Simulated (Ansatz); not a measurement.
Geometry optimisation, RKS PBE-D4/def2-SVP in Ansatz 0.2.0.

The input (input.yaml):

```yaml
crystal:
  periodic: [false, false, false]
  atoms:
    - { symbol: Ga, position_ang: [-0.804791, 0.877669, -0.451732] }
    - { symbol: H, position_ang: [-1.380376, -1.380125, 1.155773] }
    - { symbol: Cl, position_ang: [-2.052326, 0.43732, -2.171284] }
    - { symbol: Cl, position_ang: [-1.756324, 2.227601, 0.955292] }
    - { symbol: H, position_ang: [-0.734071, -1.465653, 0.882233] }
    - { symbol: Si, position_ang: [1.339092, -0.02271, -0.142764] }
    - { symbol: H, position_ang: [1.646849, -0.080364, 1.326204] }
    - { symbol: H, position_ang: [1.365193, -1.411419, -0.717857] }
    - { symbol: H, position_ang: [2.376755, 0.817782, -0.835865] }
basis:
  gaussian: { orbitals: def2-SVP }
hamiltonian:
  xc: pbe
  dispersion: d4
relax:
  f_tol: 0.03
  max_steps: 50
output:
  orbitals: {}
```

Run as:

```bash
$ ansatz run input.yaml --threads 2 --pin off --max-ram 3072MiB --backend cpu --events-out ev --progress --plain --runs-dir out
```

Q: Where does it end, and by what steps?

A: The forces met the threshold. The force dipped under the threshold on the way, but the program's further checks kept it going. After 15 steps the energy has fallen by 0.157 eV; H5 moved furthest, 0.81 Å.

```json
{"step": "0", "energy less start (eV)": "0.0000", "largest force component (eV/Å)": "2.389", "accepted": "yes"}
{"step": "1", "energy less start (eV)": "-0.1182", "largest force component (eV/Å)": "0.238", "accepted": "yes"}
{"step": "2", "energy less start (eV)": "-0.1267", "largest force component (eV/Å)": "0.297", "accepted": "yes"}
{"step": "3", "energy less start (eV)": "-0.0837", "largest force component (eV/Å)": "0.533", "accepted": "no"}
{"step": "4", "energy less start (eV)": "-0.1330", "largest force component (eV/Å)": "0.261", "accepted": "yes"}
{"step": "5", "energy less start (eV)": "-0.1377", "largest force component (eV/Å)": "0.113", "accepted": "yes"}
{"step": "6", "energy less start (eV)": "-0.1436", "largest force component (eV/Å)": "0.205", "accepted": "yes"}
{"step": "7", "energy less start (eV)": "-0.1469", "largest force component (eV/Å)": "0.350", "accepted": "yes"}
{"step": "8", "energy less start (eV)": "-0.1524", "largest force component (eV/Å)": "0.122", "accepted": "yes"}
{"step": "9", "energy less start (eV)": "-0.1542", "largest force component (eV/Å)": "0.114", "accepted": "yes"}
{"step": "10", "energy less start (eV)": "-0.1555", "largest force component (eV/Å)": "0.038", "accepted": "yes"}
{"step": "11", "energy less start (eV)": "-0.1561", "largest force component (eV/Å)": "0.010", "accepted": "yes"}
{"step": "12", "energy less start (eV)": "-0.1563", "largest force component (eV/Å)": "0.013", "accepted": "yes"}
{"step": "13", "energy less start (eV)": "-0.1565", "largest force component (eV/Å)": "0.038", "accepted": "yes"}
{"step": "14", "energy less start (eV)": "-0.1566", "largest force component (eV/Å)": "0.031", "accepted": "yes"}
{"step": "15", "energy less start (eV)": "-0.1566", "largest force component (eV/Å)": "0.025", "accepted": "yes"}
```

```xyz
9
Properties=species:S:1:pos:R:3
Ga -0.743 0.743 -0.379
H -1.630 -1.133 1.323
Cl -1.977 0.299 -2.108
Cl -1.735 1.991 1.096
H -1.510 -1.649 0.762
Si 1.544 0.043 -0.196
H 1.962 0.050 1.247
H 1.685 -1.340 -0.767
H 2.404 0.997 -0.978
```

Run time: 18 s on 2 threads of Intel(R) Xeon(R) 6975P-C (Granite Rapids), on a shared host, peak memory 0.18 GiB.
